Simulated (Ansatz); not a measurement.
Input for Ansatz (a program for electronic structure): R-PBE/def2-TZVPPD on H2 (SMILES [H][H]) with ghost functions, monomers drawn apart or pushed together. Files ending in .json are basis or fitting sets from the Basis Set Exchange.

Ansatz 0.2 input:
```yaml
crystal:
  periodic: [false, false, false]
  atoms:
    - {symbol: H, position_ang: [0.12508373, 0.41203519, 3.41906217]}
    - {symbol: H, position_ang: [-0.31591990, -0.08394479, 3.75619461]}
basis:
  gaussian:
    orbitals: def2-TZVPPD.json
    ghost_atoms:
      - {symbol: C, position_ang: [-0.35073975, -0.50688680, 0.04175197]}
      - {symbol: O, position_ang: [0.32918566, 0.24201725, -0.60192827]}
      - {symbol: H, position_ang: [-1.40291903, -0.27408985, 0.29596654]}
      - {symbol: H, position_ang: [0.03506060, -1.47353629, 0.41948259]}
hamiltonian:
  xc: {name: PBE}
scf: {lower_state_search: off}
```

Output:

```
WARN ansatz: RAYON_NUM_THREADS=2 ignored (pool sized by the plan → 2); use --threads N
Functional definition: PBE
these checks for a lower state are left out or cut short: stability, starts, cluster_reference, orbital_swaps, neighbouring_geometries, increment
integrals: 0.03 GiB planned
560 factors; their error is unknown
mean field: 0.34 GiB planned
mean field evaluation 1: about -31.4055 eV, gradient 9.4e0 eV
mean field evaluation 2: about -31.6942 eV, gradient 3.2e0 eV
mean field evaluation 4: about -31.7358 eV, gradient 5.3e-2 eV
mean field evaluation 8: about -31.7321 eV, gradient 3.2e-3 eV
mean field -31.73211936 eV, -1.1661338777 hartree, gradient 1.8e-6 eV, S^2 0.000000; 0 other end points of the search recorded, 0 dependent functions left out
reference -31.73214247 eV, -1.1661347271 hartree; 1, 1 occupied and 144, 144 virtual orbitals, 560 factors
Total energy: -31.73214247 eV, -1.1661347271 hartree
Checks for a lower state left out: stability, starts, cluster_reference, orbital_swaps, neighbouring_geometries, increment
```

The calculation finished and met its thresholds.

Cost: very roughly 1.3 core-seconds.
